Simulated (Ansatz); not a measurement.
Calculated with Ansatz (gas phase, PBE0-D4/def2-TZVP geometries, no zero-point term in ΔE). CBS: MP2 limit from def2 TZ/QZ plus the TZ coupled-cluster correction, frozen cores. This one scheme is used for every species. Functionals use def2-TZVPP. B3LYP here is the variant with VWN-RPA as its local correlation; programs differ in this. Elements past krypton have def2 core potentials. For Br, In outer-core shells are correlated without core-valence functions, which leaves a few kJ/mol of doubt a bond. Scalar relativity is left out up to krypton. One conformer a species, not always the lowest.

`S[S][In]([Br])[Br]` + H–F → `[F][In]([Br])[Br]` + `SS`  (ligand exchange at the In–S bond)

`S[S][In]([Br])[Br]`:

```xyz
6

S    -1.872   -1.026    0.881
S    -1.432    0.118   -0.770
In    0.951    0.254   -0.663
Br    2.210    1.318   -2.479
Br    2.172   -0.636    1.262
H    -2.029   -0.027    1.769
```

H–F:

Cartesian coordinates in Å:
```
F -0.274 -0.098 0.356
H 0.274 0.098 -0.356
```

`[F][In]([Br])[Br]`:

Z-matrix (Å, degrees):
```
In
F 1 1.930
Br 1 2.426 2 117.1
Br 1 2.426 2 117.1 3 -180.0
```

`SS`:

Cartesian coordinates in Å:
```
S -0.061 -0.820 0.768
S 0.812 0.259 -0.735
H -0.500 0.204 1.524
H -0.251 0.356 -1.557
```

Is it downhill or uphill in electronic energy at CCSD(T)/CBS, and by how much? (Estimate.)

Ansatz gave: Uphill: ΔE = +0.43 eV.

What do these levels give: B3LYP-D4, PBE0, B3LYP, r2SCAN0, RPA@PBE/def2-TZVPP, CCSD(T)/def2-SVP? (An estimate is asked.)

The calculation gave: B3LYP-D4 0.39, PBE0 0.38, B3LYP 0.25, r2SCAN0 0.38, RPA@PBE/def2-TZVPP 0.34, CCSD(T)/def2-SVP 0.28 eV.

What do rigid-rotor, harmonic-oscillator terms from PBE0-D4/def2-TZVP frequencies (298.15 K, 1 bar) make of the CCSD(T)/CBS value? (An estimate is asked.)

Computed: ΔZPE = -0.01 eV, ΔH = +0.37 eV, ΔS = 4 J/(mol·K), ΔG = +0.36 eV. Modes under 50 cm⁻¹ make the entropy rough.

Largest T1 diagnostic among the species: 0.012.

From PBE to PBE0 (25 % exact exchange), in def2-TZVPP and without D4, ΔE moves by +0.04 eV. The D4 term adds +0.14 eV with B3LYP and +0.08 eV with PBE0; it sums over pairs of atoms, weighted by their polarisabilities, and B3LYP, whose exchange is more repulsive, gets the larger term. At CCSD(T), def2-SVP lies −0.15 eV from the extrapolated value and def2-TZVPP −0.01 eV.
